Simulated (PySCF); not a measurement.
C2H7ClOSi2, SMILES C=C(O[SiH2]Cl)[SiH3].

The structure is a stationary point at B3LYP-D3(BJ)/def2-SVP. This is a generated structure with no PubChem entry under its InChIKey; it may be hypothetical. One conformer was computed; it need not be the lowest.

Two levels are set side by side: PBE/def2-TZVP (PySCF) and ωB97X/def2-TZVP (PySCF). Same geometry, gas phase. Differences are taken from unrounded values.

```csv
quantity,PBE
orbital gap (eV),4.84
highest occupied level (eV),-6.24
lowest empty level (eV),-1.41
dipole moment (D),0.93
mean polarisability (bohr³),94.1
```

**Question.** These are the PBE values. What does ωB97X give? (The exact figures need the calculation; the answer reports its results.)

**Answer.** 
```csv
quantity,ωB97X,PBE minus ωB97X
orbital gap (eV),11.46,-6.62
highest occupied level (eV),-9.74,3.49
lowest empty level (eV),1.72,-3.13
dipole moment (D),1.08,-0.15
mean polarisability (bohr³),88.8,5.3
```

PBE's occupied levels lie high since its potential decays too fast outside the molecule; exact exchange lowers them and widens the gap. PBE's more diffuse valence density responds more strongly to a field. Differences between two approximate levels are no errors against the true value.

Rough cost on one machine, each run with all the roots and properties that it gave: ωB97X against PBE within a factor of 2.
